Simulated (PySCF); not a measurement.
Substituent chemical shifts

Parent skeleton `[CH2:1]=[CH:2][C:3]([C:4]#[N:5])=[CH:6][SiH3:7]`; one hydrogen on atom 1 is replaced by X. Hydrogens on one atom are averaged.

PySCF 2.14.0 with density-fitted response routines calculation with GFN2-xTB geometry and shielding tensors at PBE0/pcSseg-1 (GIAO); one conformer, no relativistic terms, equivalent nuclei averaged, no solvent.

Scale: TMS for ¹³C (186.93 ppm), ²⁹Si (349.16 ppm), ¹H (31.72 ppm); ¹⁵N (267.73 ppm) against NH3 (reference shieldings calculated alike).

Parent (X = H): C1 130.2, C2 144.4, C3 138.2, C4 120.5, N5 327.8, C6 149.7, Si7 -77.8, H(C1) 6.10, H(C2) 6.56 ppm. Effects are Δδ = δ(X) − δ(H), positive for deshielding.

(1) Give Δδ (ppm) for X = SCH3, cPr, nPr, allyl, propynyl, F.

(2) Which position responds most, and to which substituents?

Answers

(1) 
| X | SMILES | C1 | C2 | C3 | C4 | N5 | C6 | Si7 | H(C1) | H(C2) |
| --- | --- | --- | --- | --- | --- | --- | --- | --- | --- | --- |
| SCH3 | CS/C=C\C(C#N)=C/[SiH3] | +20.7 | -21.3 | -3.4 | +4.3 | +4.2 | -5.9 | -10.0 | +0.32 | -0.54 |
| cPr | N#CC(/C=C\C1CC1)=C\[SiH3] | +22.6 | -12.8 | -0.6 | +4.3 | +1.5 | +0.2 | -5.7 | -0.89 | -0.40 |
| nPr | CCC/C=C/C(C#N)=C/[SiH3] | +20.8 | -7.8 | +0.0 | +0.7 | -1.9 | -5.3 | -0.6 | +0.67 | -0.27 |
| allyl | C=CC/C=C/C(C#N)=C\[SiH3] | +19.1 | -11.8 | +0.0 | +1.8 | -9.7 | -6.7 | -9.4 | +0.73 | -0.26 |
| propynyl | CC#C/C=C/C(C#N)=C\[SiH3] | -2.2 | -1.0 | -0.5 | +1.3 | -9.1 | -4.7 | -9.5 | +0.46 | +0.18 |
| F | N#CC(/C=C\F)=C/[SiH3] | +32.4 | -30.1 | -6.7 | +2.4 | -7.3 | -3.1 | -9.3 | +0.89 | -1.03 |

(2) C1: from -2.2 ppm with propynyl to +32.4 ppm with F.

Experimental scales use liquid or dissolved standards, which lie at an offset from isolated NH3 (liquid NH3: subtract about 20 ppm). Unscaled 15N shifts of sp2 nitrogen come out 20 to 40 ppm too high even then.
